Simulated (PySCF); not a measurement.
CHCl2, SMILES Cl[CH]Cl, multiplicity 2.

Coordinates come from a r2SCAN-D4/def2-TZVP optimisation. The isomer is the one that the SMILES or the coordinates give; other isomers of the formula were not compared.

All values below come from TDA-PBE0/def2-SVPD (PySCF).

Vertical excitations. Gas-phase values at a fixed geometry.

Computed UV-visible absorptions:
```csv
state,energy (eV),λ (nm),f,main pairs
root 1,4.37,284,0.000,α HOMO→LUMO 97 %
root 2,5.34,232,0.001,β HOMO→LUMO 94 %
root 3,5.49,226,0.000,β HOMO−2→LUMO 99 %
root 4,5.66,219,0.002,"α HOMO→LUMO+2 68 %, β HOMO−1→LUMO 19 %"
root 5,5.85,212,0.083,"α HOMO→LUMO+2 16 %, β HOMO−1→LUMO 72 %"
root 6,6.04,205,0.002,α HOMO→LUMO+1 98 %
root 7,6.85,181,0.010,α HOMO→LUMO+3 94 %
root 8,6.95,178,0.035,"α HOMO→LUMO+4 13 %, β HOMO−3→LUMO 79 %"
root 9,7.10,175,0.004,"α HOMO−1→LUMO 63 %, β HOMO→LUMO+1 26 %"
root 10,7.28,170,0.000,α HOMO→LUMO+5 76 %
```
Unrestricted roots are not spin-pure.
